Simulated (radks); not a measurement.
The numbers below are computed, except where a source is named.
Task: Valence configurations of neutral nickel (all share [Ar]). Code: a radial shooting solver on a logarithmic mesh with Libxc functionals. Model: non-relativistic Kohn-Sham, PBE, spin-polarised, spherical densities, point nucleus; open shells are filled with parallel spins first. Order these by energy: 3d9 4p1; 3d9 4s1; 3d8 4s1 4p1; 3d10; 3d5.5 4s2 4p2.5; 3d7.5 4s2 4p0.5; 3d8 4s2; 3d7 4s1 4p2; 3d8 4p2; 3d7 4s2 4p1.

Result: From the lowest, in eV above it: 3d9 4s1 0.000; 3d10 1.185; 3d8 4s2 1.521; 3d9 4p1 3.875; 3d8 4s1 4p1 4.954; 3d7.5 4s2 4p0.5 5.499; 3d8 4p2 9.800; 3d7 4s2 4p1 10.685; 3d7 4s1 4p2 14.185; 3d5.5 4s2 4p2.5 34.183. NIST lists [Ar] 3d8 4s2 as the ground configuration; this level of theory puts 3d9 4s1 lower, by 1.521 eV. The energies are those of spherical high-spin densities, not of single terms.
